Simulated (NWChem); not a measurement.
System: CHCl2 cation

```xyz
4

Cl     1.4473     0.0000    -0.1565
C      0.0000     0.0000     0.6084
Cl    -1.4473     0.0000    -0.1565
H      0.0000     0.0000     1.7010
```
Atoms are numbered in this order, from 1.

Computed with NWChem. Pople sets run with spherical d functions. STO-3G and 3-21G are far too small for this property and stand as cheap habits. Structure relaxed at the B3LYP/6-31G* (spherical d) level. GIAO values for the isolated, static molecule; σ is the absolute isotropic shielding, δ = σ(reference) − σ with the isolated reference molecule computed at the same levels (13C: tetramethylsilane, 1H: tetramethylsilane).

```
level                σ Cl1 (ppm)  δ C2 (ppm)  δ H4 (ppm)
-------------------  -----------  ----------  ----------
Hartree-Fock/6-31G*        215.9       294.8       12.49
Hartree-Fock/STO-3G        600.1       278.1       15.44
PBE/pcSseg-1              -100.6       270.9       10.88
PBE0/pcSseg-1              -41.3       284.9       11.20
```
